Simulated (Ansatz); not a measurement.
Correlation energies of C3H6BClO, SMILES `C=CB(Cl)CO` by basis set

| atom | x (Å) | y (Å) | z (Å) |
| --- | --- | --- | --- |
| C1 | 1.9937 | 0.7207 | -0.8162 |
| C2 | 1.0381 | 0.2497 | -0.0122 |
| B3 | -0.4648 | 0.2759 | -0.3511 |
| Cl4 | -1.0392 | 1.1084 | -1.7987 |
| C5 | -1.5661 | -0.4081 | 0.5313 |
| O6 | -1.1092 | -1.1368 | 1.6597 |
| H7 | 3.0460 | 0.6811 | -0.5510 |
| H8 | 1.7500 | 1.1650 | -1.7767 |
| H9 | 1.3356 | -0.1827 | 0.9413 |
| H10 | -2.2165 | 0.3860 | 0.9212 |
| H11 | -2.2321 | -1.0169 | -0.1013 |
| H12 | -0.5355 | -1.8424 | 1.3536 |

Total charge 0; spin multiplicity 1. Geometry: relaxed with PBE0-D4/def2-TZVP. It is one conformer, not always the lowest. Frozen core, restricted reference, Ansatz. CBS rows extrapolate triple and quadruple zeta; past MP2 they add the triple-zeta difference.

| basis | HF (Eh) | MP2 corr. |
| --- | --- | --- |
| def2-TZVPP | -676.26283 | -1.01506 |
| def2-QZVPP | -676.28510 | -1.09188 |

Problem. Estimate the CCSD correlation energy and the (T) correction in each basis where they were run (hartree).

Solution. 
```json
{"basis": "def2-TZVPP", "CCSD corr.": "-1.06520", "(T)": "-0.04585"}
{"basis": "CBS(def2)", "CCSD corr.": "-1.19893", "(T)": "as TZ"}
```
